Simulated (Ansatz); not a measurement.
Species: furan-2-ol, C4H4O2, net charge 0, singlet state. SMILES: c1c(O)occ1
Structure (B3LYP-D3(BJ)/def2-TZVP (Ansatz, a quantum-chemistry and plane-wave program) minimum search):
```
C
O 1 1.3411
H 2 0.9655 1 108.98
O 1 1.3517 2 116.95 3 0.00
C 1 1.3553 2 131.44 3 -180.00
H 5 1.0750 1 126.56 2 0.00
C 4 1.3834 1 106.55 2 -180.00
C 7 1.3506 4 109.43 1 0.00
H 7 1.0737 8 134.83 5 -180.00
H 8 1.0769 7 126.02 9 0.00
```

Wanted: vertical triplet-singlet gap (E(triplet) - E(singlet); each state is the SCF solution reached for its spin; the UHF <S^2> is 2.16 for the triplet (pure: 2.00)), in kcal/mol. Valence correlation only, unless marked. Open shells are spin-unrestricted. No spin-orbit coupling. No relativistic terms. CBS marks a two-point X^-3 extrapolation of the correlation energy; Hartree-Fock from the larger set. [CCSD(T)-MP2]/basis is that difference in the basis named.

RI-MP2/CBS(aug-cc-pVTZ,aug-cc-pVQZ)+[CCSD(T)-MP2]/aug-cc-pVTZ (Ansatz) gives 98.5 kcal/mol.

Problem. Another calculation gave 96.5 kcal/mol. Which level was it?
(A) BHLYP/def2-TZVPD (Ansatz)
(B) wB97M-V/def2-TZVPD (Ansatz)
(C) B3LYP/def2-TZVPD (Ansatz)

Solution. B, wB97M-V/def2-TZVPD (Ansatz). The others give 91.6 (B3LYP), 89.0 (BHLYP) kcal/mol.
